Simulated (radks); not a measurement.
Values are calculated unless marked as measured or tabulated.
All-electron atom: I6+ in [Kr] 4d10 5s1. Level of theory: scalar-relativistic Kohn-Sham, LDA (Slater exchange, Perdew-Wang correlation), spin-polarised, spherical densities, finite nucleus; open shells are filled with parallel spins first (spin-orbit coupling, left out, can overturn this in heavy ions); Fermi nuclear charge, rms radius 4.75 fm (a radial shooting solver on a logarithmic mesh with Libxc functionals).

X-ray form factor f0, the Fourier transform of the density (f0(0) = 47):

| sin(theta)/lambda (1/angstrom) | f0 (electrons) |
|---|---|
| 0.05 | 46.633 |
| 0.1 | 45.572 |
| 0.15 | 43.929 |
| 0.2 | 41.858 |
| 0.25 | 39.526 |
| 0.3 | 37.083 |
| 0.4 | 32.318 |
| 0.5 | 28.149 |
| 0.6 | 24.772 |
| 0.8 | 20.148 |
| 1 | 17.279 |
| 1.25 | 14.550 |
| 1.5 | 12.088 |
| 2 | 8.216 |
